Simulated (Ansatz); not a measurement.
Isolated molecules relaxed with PBE0-D4/def2-TZVP in Ansatz; ΔE leaves out vibrations. CCSD(T)/CBS is the MP2 limit (def2-TZVPP, def2-QZVPP) plus CCSD(T) − MP2 in def2-TZVPP, frozen cores. This one scheme is used for every species. Functionals use def2-TZVPP. Each species was taken in one conformer, which may not be the lowest.

Reaction (hydrogenolysis of the Si–C bond): `O=C[SiH](O)O` + H₂ → `O[SiH2]O` + `C=O`

`O=C[SiH](O)O`:

```xyz
9

O    -0.383   -0.090    2.053
C     0.504    0.152    1.264
Si    0.210   -0.290   -0.590
O     0.317    1.034   -1.543
O    -1.283   -0.947   -0.553
H     1.438    0.631    1.636
H     1.236   -1.216   -1.110
H    -0.385    1.686   -1.495
H    -1.655   -0.960    0.337
```

H₂:

```xyz
2

H    -0.362    0.065    0.065
H     0.362   -0.065   -0.065
```

`O[SiH2]O`:

```xyz
7

O     0.982    0.272   -1.032
Si   -0.345   -0.187   -0.182
O    -0.236    0.132    1.425
H     1.171    1.210   -1.091
H    -1.550    0.560   -0.610
H    -0.447   -1.642   -0.440
H     0.424   -0.345    1.930
```

`C=O`:

Cartesian coordinates in Å:
```
C 0.002 0.005 -0.001
O -0.393 -1.105 0.206
H 0.813 0.214 -0.727
H -0.421 0.886 0.522
```

```tsv
species	r2SCANh-D4 energy (Eh)
`O=C[SiH](O)O`	-555.70865
H₂	-1.17099
`O[SiH2]O`	-442.41071
`C=O`	-114.47895
```

(1) Work out ΔE.

Largest T1 diagnostic among the species: 0.015.

## Answers

(1) ΔE = (-442.41071) + (-114.47895) − (-555.70865) − (-1.17099) = -0.01002 Eh = -6.3 kcal/mol. CCSD(T)/CBS gives -7.1 kcal/mol.

From r2SCAN to r2SCAN0 (25 % exact exchange), in def2-TZVPP and without D4, ΔE moves by −1.4 kcal/mol. At CCSD(T), def2-SVP lies −2.9 kcal/mol from the extrapolated value and def2-TZVPP −0.8 kcal/mol.
